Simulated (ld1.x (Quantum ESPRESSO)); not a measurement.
# Before and after: TM potential for Sb (Z = 51)

- Element: antimony
- Generator: ld1.x (Quantum ESPRESSO) 7.5
- Type: norm-conserving Troullier–Martins (Kleinman–Bylander form)
- Functional: PBE
- Relativity: scalar-relativistic
- Frozen core: [Kr] 4d10
- Valence charge: 5
- Reference configuration: 5s2 5p2 (charge +1)
- Partial waves: 5p (bound): rc 1.70 bohr; 5d channel at -0.05 Ry: rc 1.50 bohr; 5s (bound): rc 1.40 bohr
- Local potential: the s channel
- Core correction: a·sin(br)/r model core, default radius (core density twice the valence density)

Change: wave 5p (bound): rc 1.70 bohr becomes 5p (bound): rc 1.98 bohr.

Cutoffs: the cutoffs (Ry, on a coarse ladder) from which the occupation-weighted sum of valence levels, in a spherical-Bessel basis at the reference potential, stays within 10 and 1 mRy of its value at 400 Ry; they do not see the model core or the augmentation charge, which bear on the density cutoff. Errors are all-electron minus pseudo energies relative to the spin-unpolarised reference configuration.

Question: What does the change do?

Answer: The potential gets softer (55 Ry and 180 Ry → 45 Ry and 180 Ry); the bound ghosts move from d, p to d; of the 7 tests that both files solve, the error grows in 2 and shrinks in 0 by more than 15 % and 0.3 meV (median size 5.9 → 14.2 meV). A larger radius leaves more room for a smooth pseudo-wave, so fewer plane waves are needed.

```csv
quantity,base,changed
"cutoff, loose",55 Ry,45 Ry
"cutoff, tight",180 Ry,180 Ry
loose cutoff by channel (10 mRy a level),"p 35 Ry, s 40 Ry","p 10 Ry, s 40 Ry"
bound ghosts,"p, d",d
"error for 5s2 5p3, meV [ΔE -8.32 eV]",-1.1,-1.2
"error for 5s2 5p1, meV [ΔE 15.97 eV]",-14,-14
"error for 5s2 5p0, meV [ΔE 40.38 eV]",-69,-71
"error for 5s1 5p3, meV [ΔE 8.73 eV]",-14,-21
"error for 5s2 5p3.3, meV [ΔE -9.48 eV]",-1.8,-2.0
"error for 5s1 5p4, meV [ΔE -0.21 eV]",-5.9,-16
"error for 5s2 5p2.5, meV [ΔE -5.05 eV]",+0.2,+0.2
```

 A true bound ghost makes a file unfit for plane-wave use even where its test errors are small: the radial tests pick states by their node count and pass the ghost by.
